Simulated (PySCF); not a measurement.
## Worked example: oscillator strength and radiative lifetime

Al(F)(Me)(SiH3) (CH6AlFSi), SMILES [SiH3][Al]([F])[CH3].

Geometry: r2SCAN-D4/def2-SVP. A frequency run showed that this geometry is not a minimum. The structure was generated by enumeration; whether it is a known compound was not checked.

TDA-PBE/def2-SVPD (PySCF) puts the first singlet state with f over 0.02 at 5.81 eV (vertical), with the transition dipole (-0.462, 0.711, -0.801) in atomic units.

### Question
Find the oscillator strength, the wavelength and the radiative lifetime that this transition would have in vacuum if emission retraced absorption.

### Answer

|μ|² = 1.3606 au, so |μ| = 2.96 D. ΔE = 5.81/27.211 = 0.2135 hartree. f = (2/3) ΔE |μ|² = 0.194 (the program prints 0.194).
λ = 1239.84/5.81 = 213 nm; ν = 46861 cm⁻¹.
Einstein's coefficient A = 0.6670 ν² f s⁻¹ (ν in cm⁻¹) = 2.8e8 s⁻¹, so τ = 1/A = 3.5 ns. This state is S2; the lower singlet has f = 0.012. The figure is the radiative limit of this one transition; relaxation, internal conversion, crossing to triplets and a medium change what is measured.
